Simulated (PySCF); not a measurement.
fluoromethane (CH3F), singlet, geometry from GFN2-xTB.

PySCF was given this input:
```python
from pyscf import gto, scf, dft

mol = gto.M(
    atom='''
C    -0.61381076    0.09837073    0.07127920
F     0.72439532   -0.11609326   -0.08412091
H    -0.86205911   -0.06032531    1.12128664
H    -0.82870216    1.12501025   -0.22731794
H    -1.14593208   -0.61006993   -0.56455569
''',
    basis='aug-cc-pvdz',
    verbose=4,
)

mf = dft.RKS(mol)
mf.xc = 'pbe'
mf.disp = 'd4'
mf.kernel()
```

What does this run give for the HOMO energy, dipole moment, total energy?


| Property | Result |
|---|---|
| HOMO energy | -7.99 eV |
| dipole moment | 1.63 D |
| total energy | -139.6031 Eh |
